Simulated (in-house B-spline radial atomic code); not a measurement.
Inner levels of tellurium as electrons are removed. A shift is the extra binding of the orbital against the neutral atom ([Kr] 4d10 5s2 5p1/2(2) 5p3/2(2)). The density at the nucleus is averaged over the nuclear charge. Computed with a radial B-spline atomic code at the basis-set limit: Dirac-Hartree-Fock, jj configuration that fills j = l - 1/2 first, finite nuclei.

A number in brackets counts the electrons of a j subshell.

```tsv
ion	configuration	shift of 2p3/2 (eV)	shift of 3d5/2 (eV)	shift of 1s1/2 (eV)	radius of 2p3/2 (bohr)	radius of 3d5/2 (bohr)	radius of 1s1/2 (bohr)	Σ<r²> (bohr²)	change of density at nucleus (bohr⁻³)
Te	[Kr] 4d10 5s2 5p1/2(2) 5p3/2(2)	0	0	0	0.10645	0.29726	0.027805	62.304	-
Te+	[Kr] 4d10 5s2 5p1/2(2) 5p3/2(1)	9.0115	8.9988	9.0545	0.10645	0.29726	0.027805	49.724	8.193
Te2+	[Kr] 4d10 5s2 5p1/2(2)	19.363	19.318	19.486	0.10645	0.29724	0.027805	40.292	17.949
Te3+	[Kr] 4d10 5s2 5p1/2(1)	31.105	30.985	31.35	0.10645	0.29723	0.027805	32.918	27.707
Te4+	[Kr] 4d10 5s2	43.937	43.707	44.347	0.10645	0.29721	0.027805	26.804	38.307
Te5+	[Kr] 4d10 5s1	?	?	?	?	?	?	?	?
Te6+	[Kr] 4d10	74.297	73.855	75.106	0.10645	0.29713	0.027805	18.302	-100.39
Te7+	[Kr] 4d3/2(4) 4d5/2(5)	100.44	99.244	101.13	0.10645	0.29737	0.027805	16.689	-82.268
Te8+	[Kr] 4d3/2(4) 4d5/2(4)	?	?	?	?	?	?	?	?
Te9+	[Kr] 4d3/2(4) 4d5/2(3)	156.89	153.71	157.39	0.10643	0.29705	0.027806	13.883	-39.592
Te10+	[Kr] 4d3/2(4) 4d5/2(2)	187.13	182.7	187.56	0.10642	0.29683	0.027806	12.647	-15.115
Te11+	[Kr] 4d3/2(4) 4d5/2(1)	218.68	212.82	219.06	0.10641	0.29657	0.027806	11.503	11.413
Te12+	[Kr] 4d3/2(4)	?	?	?	?	?	?	?	?
Te13+	[Kr] 4d3/2(3)	286.21	277.07	286.29	0.10639	0.29583	0.027806	9.4558	71.333
Te14+	[Kr] 4d3/2(2)	322.19	311.2	322.01	0.10639	0.29535	0.027806	8.5359	104.71
Te15+	[Kr] 4d3/2(1)	359.43	346.4	359	0.10637	0.29483	0.027806	7.6723	140.07
Te16+	[Ar] 3d10 4s2 4p6	397.92	382.65	397.26	0.10636	0.29426	0.027807	6.8597	177.43
Te17+	[Ar] 3d10 4s2 4p1/2(2) 4p3/2(3)	438.2	420.39	439.63	0.10635	0.29368	0.027806	6.1436	224.13
Te18+	[Ar] 3d10 4s2 4p1/2(2) 4p3/2(2)	479.41	458.9	483.08	0.10634	0.29307	0.027805	5.4578	272.55
```

Fill in the row of Te5+.

shift of 2p3/2 (eV): 58.697; shift of 3d5/2 (eV): 58.375; shift of 1s1/2 (eV): 59.288; radius of 2p3/2 (bohr): 0.10645; radius of 3d5/2 (bohr): 0.29717; radius of 1s1/2 (bohr): 0.027805; Σ<r²> (bohr²): 22.303; change of density at nucleus (bohr⁻³): -25.121.

Fill in the row of Te8+.

shift of 2p3/2 (eV): 127.98; shift of 3d5/2 (eV): 125.88; shift of 1s1/2 (eV): 128.57; radius of 2p3/2 (bohr): 0.10644; radius of 3d5/2 (bohr): 0.29723; radius of 1s1/2 (bohr): 0.027805; Σ<r²> (bohr²): 15.224; change of density at nucleus (bohr⁻³): -61.99.

Fill in the row of Te12+.

shift of 2p3/2 (eV): 251.51; shift of 3d5/2 (eV): 244.02; shift of 1s1/2 (eV): 251.85; radius of 2p3/2 (bohr): 0.1064; radius of 3d5/2 (bohr): 0.29627; radius of 1s1/2 (bohr): 0.027806; Σ<r²> (bohr²): 10.438; change of density at nucleus (bohr⁻³): 39.964.
